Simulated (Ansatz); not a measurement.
Ideal-gas functions of Cl$_{3}$Sc, SMILES `[Cl][Sc]([Cl])[Cl]` at 400 K and 1 bar, from an Ansatz frequency run at PBE0-D4/def2-TZVP.

Molar mass 151.32 g/mol, point group D3h (symmetry number 6), electronic degeneracy 1, moments of inertia 273.68, 273.707, 547.387 u Å². Harmonic wavenumbers (cm⁻¹, unscaled): 66, 93, 93, 353, 484, 484.

Use S(trans) = R[1.5 ln M + 2.5 ln T − 1.1517]; rotational temperatures θ = 24.2544 K / I; S(rot) = R[ln(√π/σ · √(T³/θAθBθC)) + 1.5]; for each mode x = 1.438777 ν̃/T, S = R[x/(eˣ − 1) − ln(1 − e⁻ˣ)] and H = RT x/(eˣ − 1); 1 cm⁻¹ = 0.0119627 kJ/mol; R = 8.31446 J/(mol·K).

**Question.** By hand: the entropy, in J/(mol·K).

**Answer.** Translation 177.6. Rotation: θ = 0.0886, 0.0886, 0.0443 K, giving 110.2. Vibration, mode by mode: 20.29, 17.46, 17.46, 6.87, 4.68, 4.68, in all 71.4. Electronic 0.0. Sum 359.2 J/(mol·K).

**Question.** By hand: H − E and G − E in kJ/mol, counted from the electronic energy.

**Answer.** Zero-point energy ½ × 1573 × 0.0119627 = 9.4; thermal vibration 12.7; translation, rotation and pV give 4 RT = 13.3. H − E = 35.4 kJ/mol, and G − E = 35.4 − 400 × 359.2/1000 = -108.3 kJ/mol.

Vibration gives 20 % of the entropy, 55.2 J/(mol·K) of it from the modes under 150 cm⁻¹: soft modes count most, and the harmonic formula is weakest for them.
